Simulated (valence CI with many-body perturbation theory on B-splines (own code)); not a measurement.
Values are calculated unless marked as measured or tabulated.
Tm62+: input, log and results

Level of theory: valence CI with perturbative core correlation (CI+MBPT): five valence electrons over a frozen Dirac-Fock core [He], a basis of 9 s, 9 p, 8 d, 6 f, 3 g, 1 h functions for each j, with the one-electron correlation potential Σ1 (screened to all orders), the two-electron term Σ2, the three-electron term Σ3, Breit, model QED; selected single and double excitations, second order for the rest (own B-spline code, finite nucleus).

Command, and the settings that its task file holds:

```sh
python run_cv.py task.json out
```

```
atom Tm  Z=69  mass_number=169  rms_radius_fm=5.2256
core [He]
valence 2s2 2p3
avg = 1
basis = M
breit = 1
cap = 40000
capref = 1200
cscale = 1
de = 0.0
dress = 0
eps = 2e-08
h = 0.27
hh = 1
l2 = 3
lcore = 6
maxit = 60
n2 = 5
natural = 1
nlev = 45
nno = [5, 5, 5, 4, 2, 1]
nroot = 26
nsp = [4, 4, 3, 2, 1, 0]
pt2 = 1
qed = 1
rpa = 1
s1 = 1
s2 = 1
s3 = 1
screen = 1
tol = 2e-05
```

It took 3 min on 1 thread of Arm Neoverse V1, on a shared host.

Log. The first blocks belong to the next ion, which gives the ionisation energy. Fields: 2J, parity (1 odd), roots, reference size, generating configurations, candidates as configurations/state functions, variational space P, stored matrix elements, Davidson steps; e2 is the range of second-order energies in hartree. The first line gives the box (bohr), its intervals, the orbitals and the steps of their self-consistent field. Window is the range of levels sought, series limit the energy at which the first omitted orbital would enter, core excitation an estimate of the first excitation out of the core, left out the lowest levels not solved, and shifts from estimates the range by which levels moved from their first estimate, all in cm⁻¹.

```
rmax 1.3 intervals 54 orbitals 63 references ['2s2 2p3', '2s 2p4', '2p5'] scf 2 t 0.5
2J=0 par=0 roots 2 ref 28 generators 3 cand 3355/4621 P 2025/2878 nnz 1.1e+06 it 4
2J=0 par=0 roots 2 ref 28 generators 4 cand 1356/1771 P 2370/3369 nnz 1.5e+06 it 4
   second order: generators 5 cand 2629/4480 e2 -0.00001 -0.00000
reference levels 619, estimated 431, window 73801401 1/cm; series limit 96715981, core excitation 407045989
2J=3 par=1 roots 16 ref 100 generators 15 cand 27671/205086 P 2036/7998 nnz 5.1e+06 it 5
2J=3 par=1 roots 16 ref 100 generators 22 cand 27398/209358 P 7322/39996 nnz 7.7e+07 it 10
   second order: generators 23 cand 23929/197746 e2 -0.00518 -0.00093
2J=5 par=1 roots 10 ref 85 generators 11 cand 26690/242747 P 1868/7997 nnz 5.7e+06 it 6
2J=5 par=1 roots 10 ref 85 generators 16 cand 27353/250905 P 6408/39988 nnz 8.5e+07 it 7
   second order: generators 21 cand 29632/272610 e2 -0.00421 -0.00212
2J=1 par=1 roots 11 ref 66 generators 14 cand 24926/119553 P 2798/7997 nnz 4.2e+06 it 5
2J=1 par=1 roots 11 ref 66 generators 20 cand 23453/115261 P 10122/39991 nnz 7.2e+07 it 7
   second order: generators 25 cand 25754/130644 e2 -0.00104 -0.00014
2J=5 par=0 roots 12 ref 75 generators 12 cand 27507/234149 P 2019/7993 nnz 5.4e+06 it 7
2J=5 par=0 roots 12 ref 75 generators 20 cand 28119/253715 P 6702/39998 nnz 8.3e+07 it 8
   second order: generators 22 cand 26850/250209 e2 -0.00521 -0.00219
2J=1 par=0 roots 12 ref 61 generators 13 cand 23306/108812 P 2833/7998 nnz 4.4e+06 it 5
2J=1 par=0 roots 12 ref 61 generators 21 cand 23468/115300 P 10313/39998 nnz 7.1e+07 it 5
   second order: generators 25 cand 21720/105971 e2 -0.00108 -0.00011
2J=3 par=0 roots 15 ref 85 generators 12 cand 26832/194401 P 1963/7997 nnz 5.4e+06 it 7
2J=3 par=0 roots 15 ref 85 generators 20 cand 27469/209400 P 7190/39987 nnz 7.9e+07 it 9
   second order: generators 22 cand 25608/201644 e2 -0.00482 -0.00145
2J=7 par=1 roots 5 ref 54 generators 7 cand 21709/220321 P 1851/7999 nnz 5.8e+06 it 5
2J=7 par=1 roots 5 ref 54 generators 10 cand 21401/217400 P 5969/39989 nnz 9.6e+07 it 5
   second order: generators 12 cand 20573/203896 e2 -0.00246 -0.00147
2J=7 par=0 roots 5 ref 40 generators 6 cand 20903/206775 P 1882/7985 nnz 5.6e+06 it 5
2J=7 par=0 roots 5 ref 40 generators 9 cand 21309/217218 P 5816/39979 nnz 9.7e+07 it 5
   second order: generators 12 cand 19046/189971 e2 -0.00232 -0.00125
2J=9 par=0 roots 2 ref 18 generators 4 cand 12909/124552 P 1724/7962 nnz 7e+06 it 4
2J=9 par=0 roots 2 ref 18 generators 5 cand 12633/120702 P 5458/38812 nnz 1.4e+08 it 5
   second order: generators 6 cand 11379/143459 e2 -0.00020 -0.00007
2J=9 par=1 roots 2 ref 22 generators 3 cand 11440/120531 P 1726/7987 nnz 6.4e+06 it 4
2J=9 par=1 roots 2 ref 22 generators 4 cand 11088/116635 P 5082/39984 nnz 1.3e+08 it 5
   second order: generators 4 cand 7732/84638 e2 -0.00049 -0.00023
left out: unestimated 88588104, estimated 80005048, shifts from estimates -188 to 216
operators 0.2
```

The Davidson iterations converged.

No measured spectrum was set against this ion. As an estimate, large intervals hold to a few tenths of a per cent, small ones and those within an open d or f shell to about a per cent. Among the levels kept, up to 1100 cm⁻¹ of a level comes from second order outside the variational space, and about a tenth of that is noise between levels of different J, which matters for small intervals.

```yaml
Valence_energy: -2915.176 hartree
Ionisation_energy: "14300 eV (NIST: 14300 ± 15 eV (theoretical))"
Reference_configurations_for_the_orbitals: 2s2 2p3, 2s 2p4, 2p5
Radial_orbitals: 63
Box_radius: 1.338 bohr
Largest_variational_space: 39998
Lowest_levels: (2s^2 2p1/2^2 2p3/2) J=3/2 0.0, (2s^2 2p1/2 2p3/2^2) J=3/2 1001.7, (2s^2 2p1/2 2p3/2^2) J=5/2 1024.5, (2s^2 2p1/2 2p3/2^2) J=1/2 1071.3, (2s 2p1/2^2 2p3/2^2) J=5/2 1312.5, (2s 2p1/2^2 2p3/2^2) J=1/2 1408.8, (2s 2p1/2^2 2p3/2^2) J=3/2 1410.2, (2s^2 2p3/2^3) J=3/2 2075.1, (2s 2p1/2 2p3/2^3) J=3/2 [a] 2339.5, (2s 2p1/2 2p3/2^3) J=5/2 2379.1, (2s 2p1/2 2p3/2^3) J=1/2 2436.4, (2s 2p1/2 2p3/2^3) J=3/2 [b] 2445.5, (2p1/2^2 2p3/2^3) J=3/2 2788.4, (2s 2p3/2^4) J=1/2 3455.7 eV
```

Levels are named by their leading jj configuration (3d3/2^4 stands for four electrons in 3d with j = 3/2), which in mixed levels can hold well under half, so a name can repeat and another be missing. Letters in brackets count levels of one name in rising energy.
